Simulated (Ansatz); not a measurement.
Ansatz (a program for electronic structure) input file for Ge(F)3(OH) (F3GeHO), SMILES [F][Ge]([OH])([F])[F], PBE0-D3(BJ)/def2-SVP. 

Ansatz 0.2 input:
```yaml
crystal:
  periodic: [false, false, false]
  atoms:
    - {symbol: O, position_ang: [0.07566680, 1.76308906, 0.00000001]}
    - {symbol: Ge, position_ang: [0.00748930, 0.00915855, 0.00000000]}
    - {symbol: F, position_ang: [-0.81368981, -0.62843900, -1.38434177]}
    - {symbol: F, position_ang: [1.62482431, -0.58172641, -0.00000003]}
    - {symbol: F, position_ang: [-0.81368977, -0.62843903, 1.38434178]}
    - {symbol: H, position_ang: [-0.82199463, 2.14965370, 0.00000003]}
basis:
  gaussian:
    orbitals: def2-SVP
hamiltonian:
  xc: pbe0
  dispersion: d3bj
relax: {f_tol: 0.002, max_steps: 200}
```

It prints:

```
WARN ansatz: RAYON_NUM_THREADS=1 ignored (pool sized by the plan → 1); use --threads N
Functional definition: PBE0
integrals: 0.04 GiB planned
943 factors; integrals over basis functions are off by at most 3.5e-4 eV
mean field: 0.41 GiB planned
mean field evaluation 1: about -66696.5025 eV, gradient 6.6e1 eV
mean field evaluation 2: about -66686.3647 eV, gradient 1.0e2 eV
mean field evaluation 4: about -66703.4049 eV, gradient 3.9e0 eV
mean field evaluation 8: about -66703.4504 eV, gradient 3.0e-2 eV
mean field -66703.45035264 eV, -2451.3065872371 hartree, gradient 6.3e-5 eV, S^2 0.000000; 0 other end points of the search recorded, 0 dependent functions left out
the calculation of the forces begins
reference -66703.45037324 eV, -2451.3065879941 hartree; 34, 34 occupied and 59, 59 virtual orbitals, 943 factors
relax step   1: F+E_penalty+E_count = -66703.52154331 eV  Δ(F+E_penalty+E_count) = +0.000e0 eV  max|allowed force component| = 6.789e-1 eV/Å  Δτ_max = 0.0000 Å  (27 SCF iters, accepted)
these checks for a lower state are left out or cut short: starts, cluster_reference, orbital_swaps, neighbouring_geometries, increment
integrals: 0.04 GiB planned
943 factors; integrals over basis functions are off by at most 3.8e-4 eV
mean field: 0.41 GiB planned
mean field evaluation 16: about -66703.4546 eV, gradient 2.0e0 eV
mean field -66703.48100725 eV, -2451.3077137730 hartree, gradient 1.7e-5 eV, S^2 0.000000; 0 other end points of the search recorded, 0 dependent functions left out
the calculation of the forces begins
reference -66703.48102794 eV, -2451.3077145335 hartree; 34, 34 occupied and 59, 59 virtual orbitals, 943 factors
relax step   2: F+E_penalty+E_count = -66703.55245132 eV  Δ(F+E_penalty+E_count) = -3.091e-2 eV  max|allowed force component| = 3.135e-1 eV/Å  Δτ_max = 0.0156 Å  (30 SCF iters, accepted)
these checks for a lower state are left out or cut short: starts, cluster_reference, orbital_swaps, neighbouring_geometries, increment
integrals: 0.04 GiB planned
943 factors; integrals over basis functions are off by at most 4.1e-4 eV
mean field: 0.41 GiB planned
mean field -66703.48811525 eV, -2451.3079749872 hartree, gradient 1.6e-5 eV, S^2 0.000000; 0 other end points of the search recorded, 0 dependent functions left out
the calculation of the forces begins
reference -66703.48813602 eV, -2451.3079757506 hartree; 34, 34 occupied and 59, 59 virtual orbitals, 943 factors
relax step   3: F+E_penalty+E_count = -66703.55972047 eV  Δ(F+E_penalty+E_count) = -7.269e-3 eV  max|allowed force component| = 5.073e-2 eV/Å  Δτ_max = 0.0117 Å  (29 SCF iters, accepted)
these checks for a lower state are left out or cut short: starts, cluster_reference, orbital_swaps, neighbouring_geometries, increment
integrals: 0.04 GiB planned
943 factors; integrals over basis functions are off by at most 4.1e-4 eV
mean field: 0.41 GiB planned
mean field evaluation 32: about -66703.4656 eV, gradient 5.3e-1 eV
mean field -66703.48856097 eV, -2451.3079913671 hartree, gradient 1.6e-5 eV, S^2 0.000000; 0 other end points of the search recorded, 0 dependent functions left out
the calculation of the forces begins
reference -66703.48858177 eV, -2451.3079921315 hartree; 34, 34 occupied and 59, 59 virtual orbitals, 943 factors
relax step   4: F+E_penalty+E_count = -66703.56014167 eV  Δ(F+E_penalty+E_count) = -4.212e-4 eV  max|allowed force component| = 1.919e-2 eV/Å  Δτ_max = 0.0073 Å  (30 SCF iters, accepted)
these checks for a lower state are left out or cut short: starts, cluster_reference, orbital_swaps, neighbouring_geometries, increment
integrals: 0.04 GiB planned
943 factors; integrals over basis functions are off by at most 4.1e-4 eV
mean field: 0.41 GiB planned
mean field -66703.48876219 eV, -2451.3079987621 hartree, gradient 1.6e-5 eV, S^2 0.000000; 0 other end points of the search recorded, 0 dependent functions left out
the calculation of the forces begins
reference -66703.48878300 eV, -2451.3079995267 hartree; 34, 34 occupied and 59, 59 virtual orbitals, 943 factors
relax step   5: F+E_penalty+E_count = -66703.56030871 eV  Δ(F+E_penalty+E_count) = -1.670e-4 eV  max|allowed force component| = 2.705e-2 eV/Å  Δτ_max = 0.0092 Å  (31 SCF iters, accepted)
these checks for a lower state are left out or cut short: starts, cluster_reference, orbital_swaps, neighbouring_geometries, increment
integrals: 0.04 GiB planned
943 factors; integrals over basis functions are off by at most 4.1e-4 eV
mean field: 0.41 GiB planned
mean field -66703.48878061 eV, -2451.3079994387 hartree, gradient 6.7e-5 eV, S^2 0.000000; 0 other end points of the search recorded, 0 dependent functions left out
the calculation of the forces begins
reference -66703.48880142 eV, -2451.3080002035 hartree; 34, 34 occupied and 59, 59 virtual orbitals, 943 factors
relax step   6: F+E_penalty+E_count = -66703.56032961 eV  Δ(F+E_penalty+E_count) = -2.090e-5 eV  max|allowed force component| = 2.925e-3 eV/Å  Δτ_max = 0.0018 Å  (22 SCF iters, accepted)
these checks for a lower state are left out or cut short: starts, cluster_reference, orbital_swaps, neighbouring_geometries, increment
integrals: 0.04 GiB planned
943 factors; integrals over basis functions are off by at most 4.1e-4 eV
mean field: 0.41 GiB planned
mean field -66703.48878214 eV, -2451.3079994950 hartree, gradient 1.6e-5 eV, S^2 0.000000; 0 other end points of the search recorded, 0 dependent functions left out
the calculation of the forces begins
reference -66703.48880295 eV, -2451.3080002597 hartree; 34, 34 occupied and 59, 59 virtual orbitals, 943 factors
relax step   7: F+E_penalty+E_count = -66703.56033070 eV  Δ(F+E_penalty+E_count) = -1.095e-6 eV  max|allowed force component| = 1.412e-3 eV/Å  Δτ_max = 0.0005 Å  (20 SCF iters, accepted)
integrals: 0.04 GiB planned
943 factors; integrals over basis functions are off by at most 4.1e-4 eV
mean field: 0.41 GiB planned
mean field evaluation 64: about -66703.4659 eV, gradient 6.5e-1 eV
mean field -66703.48878214 eV, -2451.3079994950 hartree, gradient 1.6e-5 eV, S^2 0.000000; 1 other end points of the search recorded, 0 dependent functions left out
the calculation of the forces begins
reference -66703.48880295 eV, -2451.3080002597 hartree; 34, 34 occupied and 59, 59 virtual orbitals, 943 factors
Total energy: -66703.56035151 eV, -2451.3106296210 hartree
Atom 0 at     0.060072     1.738352     0.000000 Å, force    -0.000626     0.000411    -0.000000 eV/Å
Atom 1 at     0.007632     0.009607     0.000000 Å, force     0.001402    -0.001412    -0.000000 eV/Å
Atom 2 at    -0.801679    -0.622252    -1.366243 Å, force    -0.000302     0.000445     0.000506 eV/Å
Atom 3 at     1.604632    -0.575152    -0.000000 Å, force    -0.000247     0.000163    -0.000000 eV/Å
Atom 4 at    -0.801678    -0.622252     1.366243 Å, force    -0.000302     0.000445    -0.000506 eV/Å
Atom 5 at    -0.810372     2.154995     0.000000 Å, force     0.000075    -0.000053     0.000000 eV/Å
Dipole moment:    -0.300746     0.390743    -0.000000 e Å
```

The calculation finished and met its thresholds.

Cost: about 21 core-seconds (a rough figure).
